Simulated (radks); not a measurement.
Values are calculated unless marked as measured or tabulated.
Problem. Radial electron density D(r) = 4 pi r^2 rho(r) of an atom or ion with 16 electrons. Code: a radial shooting solver on a logarithmic mesh with Libxc functionals. Model: scalar-relativistic Kohn-Sham, TASK exchange with Perdew-Wang LDA correlation, spin-polarised, spherical densities, finite nucleus; meta-GGA in the generalised Kohn-Sham scheme; Fermi nuclear charge, rms radius of each element as measured or else 0.836 A^(1/3) + 0.57 fm.

```
   r/bohr * D(r) (the largest magnitude, 22.5, reaches the edge; | marks zero)
 0.005934 |   *
 0.007726 |     *
  0.01014 |         *
  0.01331 |              *
  0.01733 |                     *
  0.02275 |                              *
  0.02963 |                                        *
  0.03889 |                                                *
  0.05063 |                                                     *
  0.06646 |                                                    *
  0.08724 |                                             *
   0.1136 |                                      *
   0.1491 |                                      *
   0.1942 |                                              *
   0.2548 |                                                      *
   0.3345 |                                                  *
   0.4356 |                                 *
   0.5717 |                *
   0.7444 |         *
   0.9771 |          *
    1.283 |        *
     1.67 |   *
    2.192 | *
    2.854 |*
    3.747 |*
    4.879 |*
    6.404 *
    8.405 *
    10.95 *
```

What is the nuclear charge?

Solution. Z = 19. The innermost maximum, from 1s, lies near gamma/Z bohr with gamma = sqrt(1 - (Z/c)^2) = 0.990, here 0.0521 bohr (found: 0.0553), and its height grows with Z. The density is that of the potassium ion K3+ in [Ne] 3s2 3p2 4f2; the configuration itself is not fixed sharply by these data, and Z only to about a unit. D(r) has 4 maxima, at r = 0.0553, 0.274, 0.993, 3.49 bohr, and minima at 0.132, 0.781, 2.53 bohr, inside which lie 2.17, 10.43, 14.28 electrons.
